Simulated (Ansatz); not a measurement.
Isolated molecules relaxed with PBE0-D4/def2-TZVP in Ansatz; ΔE leaves out vibrations. CCSD(T)/CBS is the MP2 limit (def2-TZVPP, def2-QZVPP) plus CCSD(T) − MP2 in def2-TZVPP, frozen cores. This one scheme is used for every species, atoms too. Functionals use def2-TZVPP. No spin–orbit coupling; open shells (•) take unrestricted orbitals. Spin–orbit coupling would lower the free atoms: a little for F. Bonds to Ge are less sure, by a few kJ/mol each and by 10 to 20 or more in all where they break to atoms, as the def2 sets lack core-valence functions. Scalar relativity is left out up to krypton.

Reaction (hydrogen abstraction from a Ge–H bond): `[CH3][GeH2][CH3]` + F• → `[CH3][GeH][CH3]`• + H–F

(1) Is it downhill or uphill in electronic energy at CCSD(T)/CBS, and by how much? (Estimate.)

(2) What do these levels give: r2SCANh-D4, r2SCANh, r2SCAN0, LC-ωPBE, HF/def2-SVP, CCSD/def2-SVP? (Estimate.)

Largest T1 diagnostic among the species: 0.011.

Answers

(1) The calculation gave: Downhill: ΔE = -210.6 kJ/mol.

(2) The calculation gave: r2SCANh-D4 -202.7, r2SCANh -203.1, r2SCAN0 -193.1, LC-ωPBE -208.8, HF/def2-SVP -94.5, CCSD/def2-SVP -169.9 kJ/mol.

From BLYP to BHLYP (50 % exact exchange), in def2-TZVPP and without D4, ΔE moves by +48.8 kJ/mol. At CCSD(T), def2-SVP lies +38.9 kJ/mol from the extrapolated value and def2-TZVPP +13.1 kJ/mol. In def2-TZVPP, CCSD(T) changes the Hartree–Fock value by −89.1 kJ/mol (the triples alone add −6.4 kJ/mol) and MP2 by −117.2 kJ/mol.
